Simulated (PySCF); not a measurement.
BrCl2H2NSn. Atoms are numbered in the order given.

```xyz
7

N     -1.0411     2.1530     0.0000
Sn    -0.4016     0.2308     0.0000
Cl    -1.2748    -0.7915    -1.9071
Cl    -1.2748    -0.7915     1.9071
Br     2.0599    -0.1429     0.0000
H     -0.6935     2.6502    -0.8238
H     -0.6935     2.6502     0.8238
```
Charge 0, spin multiplicity 1.

Geometry optimised at r2SCAN-D4/def2-SVP. The def2 effective core potentials stand for the cores of Sn; spin–orbit coupling is left out. Other conformers were not sampled.

Method: PBE/def2-TZVP (PySCF).

Isolated molecule, no solvent.

- total energy = -3764.18888 hartree
- point group = Cs
- highest occupied level = -7.15 eV
- lowest empty level = -3.70 eV
- orbital gap = 3.45 eV
- dipole moment = 0.561 e·Å
- quadrupole, principal values (traceless, Buckingham form, about the centre of nuclear charge) = -6.85, -1.50, 8.35 D·Å
- mean static polarisability = 94.7 bohr³ (14.03 Å³)
- polarisability, principal values = 85.5, 93.3, 105.2 bohr³
